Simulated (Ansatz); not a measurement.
One change: `N=C(O)[O][InH2]` becomes `N=CO`.

Ansatz, PBE0-D4/def2-TZVP geometries, multiplicity 1. Each molecule was computed in one conformer, which needn't be the lowest.

Elements past krypton have def2 core potentials.

```tsv
property	`N=C(O)[O][InH2]`
HOMO energy (PBE0/def2-TZVPP) / eV	-7.09
LUMO energy (ωB97M-V/def2-TZVPP) / eV	-0.70
HOMO–LUMO gap (PBE0/def2-TZVPP) / eV	4.90
HOMO–LUMO gap (ωB97M-V/def2-TZVPP) / eV	8.72
HOMO–LUMO gap (B3LYP/def2-TZVPP) / eV	4.38
HOMO energy (ωB97M-V/def2-TZVPP) / eV	-9.42
```

**Question.** What does the change do to each property? (Estimate.)

**Answer.** The calculation gave: 
```tsv
property	`N=CO`	shift
HOMO energy (PBE0/def2-TZVPP) / eV	-8.20	-1.11
LUMO energy (ωB97M-V/def2-TZVPP) / eV	2.74	3.44
HOMO–LUMO gap (PBE0/def2-TZVPP) / eV	8.65	3.75
HOMO–LUMO gap (ωB97M-V/def2-TZVPP) / eV	13.27	4.55
HOMO–LUMO gap (B3LYP/def2-TZVPP) / eV	8.11	3.73
HOMO energy (ωB97M-V/def2-TZVPP) / eV	-10.53	-1.11
```

With PBE0 the HOMO falls by 1.11 eV and the LUMO rises by 2.64 eV, so the gap widens by about 3.75 eV. PBE moves the HOMO by -0.93 eV and ωB97M-V by -1.11 eV.

B3LYP here is the variant with VWN-RPA as its local correlation; programs differ in this.
